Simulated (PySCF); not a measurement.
C3H7O, SMILES [CH2]C(C)O, multiplicity 2.

Geometry optimised at PBE0-D3(BJ)/def2-SVP. The isomer is the one that the SMILES or the coordinates give; other isomers of the formula were not compared. One conformer was computed; it need not be the lowest.

Method: PySCF 2.14.0 with TDA-PBE/def2-SVPD.

Vertical excitations. Gas-phase values at a fixed geometry.

| state | energy (eV) | λ (nm) | f | main pairs |
|---|---|---|---|---|
| root 1 | 3.50 | 354 | 0.008 | β HOMO→LUMO 99 % |
| root 2 | 4.86 | 255 | 0.002 | β HOMO−1→LUMO 98 % |
| root 3 | 5.04 | 246 | 0.034 | α HOMO→LUMO 98 % |
| root 4 | 5.74 | 216 | 0.011 | α HOMO→LUMO+1 41 %, β HOMO−2→LUMO 57 % |
| root 5 | 5.75 | 215 | 0.006 | α HOMO→LUMO+1 58 %, β HOMO−2→LUMO 41 % |
| root 6 | 6.05 | 205 | 0.012 | α HOMO→LUMO+2 97 % |
| root 7 | 6.12 | 203 | 0.003 | α HOMO→LUMO+3 30 %, β HOMO−3→LUMO 66 % |
| root 8 | 6.19 | 200 | 0.029 | α HOMO→LUMO+3 69 %, β HOMO−3→LUMO 29 % |
| root 9 | 6.42 | 193 | 0.000 | α HOMO−1→LUMO 54 %, β HOMO→LUMO+1 45 % |
| root 10 | 6.60 | 188 | 0.023 | α HOMO−1→LUMO 45 %, β HOMO→LUMO+1 54 % |
Unrestricted roots are not spin-pure.
